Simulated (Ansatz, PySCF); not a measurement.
SnF, SMILES [Sn+][F] (connectivity only; charge and spin as stated), charge +1, multiplicity 1. Atoms are numbered in the order given.

```xyz
2

Sn     0.0000     0.0000    -0.2249
F      0.0000     0.0000     1.6487
```
Charge +1, spin multiplicity 1.

Geometry: PBE0-D3(BJ)/def2-TZVP. The spin state was assumed, not searched. The def2 effective core potentials stand for the cores of Sn; spin–orbit coupling is left out.

Two levels are set side by side: PBE-D3(BJ)/def2-TZVP (Ansatz, a program for electronic structure) and PBE0-D3(BJ)/def2-TZVP (Ansatz). Each level has its own optimised geometry; the coordinates shown are those of the second. Frequencies come from the Hessian of PySCF at each geometry. Differences are taken from unrounded values.

```csv
quantity,PBE0-D3(BJ),PBE-D3(BJ),PBE-D3(BJ) minus PBE0-D3(BJ)
bond Sn1–F2 (Å),1.874,1.900,0.026
highest harmonic wavenumber (cm⁻¹),694,654,-40
mean harmonic wavenumber (cm⁻¹),694,654,-40
zero-point energy (kcal/mol),0.99,0.93,-0.06
```
